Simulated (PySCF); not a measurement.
WSCl₄, SMILES [W](=[S])([Cl])([Cl])([Cl])[Cl], multiplicity 1.

Geometry: B3LYP-D3(BJ)/def2-SVP. The spin state was assumed, not searched. The isomer is the one that the SMILES or the coordinates give; other isomers of the formula were not compared. The def2 effective core potentials stand for the cores of W; spin–orbit coupling is left out.

Method: PBE/def2-TZVP run with PySCF.

Symmetry labels are those of the subgroup Cs that the program uses (full group C3v).

Computed valence orbital energies around the gap with their symmetry:
```
orbital  symmetry  energy (eV)
-------  --------  -----------
HOMO−7         A"        -9.41
HOMO−6         A'        -9.01
HOMO−5         A"        -8.77
HOMO−4         A"        -7.60
HOMO−3         A'        -7.60
HOMO−2         A'        -7.56
HOMO−1         A"        -7.38
HOMO           A'        -7.38
LUMO           A"        -4.86
LUMO+1         A'        -4.86
LUMO+2         A"        -4.35
LUMO+3         A'        -4.35
```
